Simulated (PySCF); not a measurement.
Precursor series Zn Cl-CH3. All species are isolated molecules in the gas phase. One relaxed conformer stands for each flexible species; it need not be the lowest.

The HOMO–LUMO gap from two functionals at the same geometries (TPSS-D3(BJ)/def2-SVP), both in PySCF: PBE-D3(BJ)/def2-TZVP and TPSSh-D3(BJ)/def2-TZVP. 

| species | PBE-D3(BJ)/def2-TZVP (eV) |
|---|---|
| 0 of 2 Cl replaced by CH3 ([Zn(Cl)2]) | 5.04 |
| 1 of 2 Cl replaced by CH3 ([Zn(Cl)(CH3)]) | 5.88 |
| 2 of 2 Cl replaced by CH3 | 5.48 |

What does TPSSh-D3(BJ)/def2-TZVP give for each?


- 0 of 2 Cl replaced by CH3 ([Zn(Cl)2]): 6.22
- 1 of 2 Cl replaced by CH3 ([Zn(Cl)(CH3)]): 7.01
- 2 of 2 Cl replaced by CH3: 6.41
Over these rows, drawn at random from the members with no instability flagged (it was tested for open shells, ions and some series alone), PBE minus TPSSh-D3(BJ): mean -1.08 eV, from -1.19 eV to -0.92 eV.
